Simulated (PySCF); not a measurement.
**Excitation energy of C⁺ by level of theory**

C⁺ [He] 2s2 2p1 (2P) → C⁺ [He] 2s1 2p1 3s1 (4P), as a difference of total energies. Computed with PySCF 2.14 in dyall-av3z (15s9p3d2f, 71 functions), with the non-relativistic Hamiltonian (point nucleus). Correlated levels: valence: 1s2 frozen; virtual orbitals above 40 to 60 times the deepest correlated orbital energy dropped. The calculations carry no spin-orbit coupling.

```tsv
method	excitation energy (cm⁻¹)
UHF	152040
MP2 (valence)	162010
SCS-MP2 (valence)	164750
CCSD (valence)	166080
CCSD(T) (valence)	166310
```

The promoted electron is Rydberg-like, and one or two diffuse shells describe it only roughly, which tends to raise the upper state.
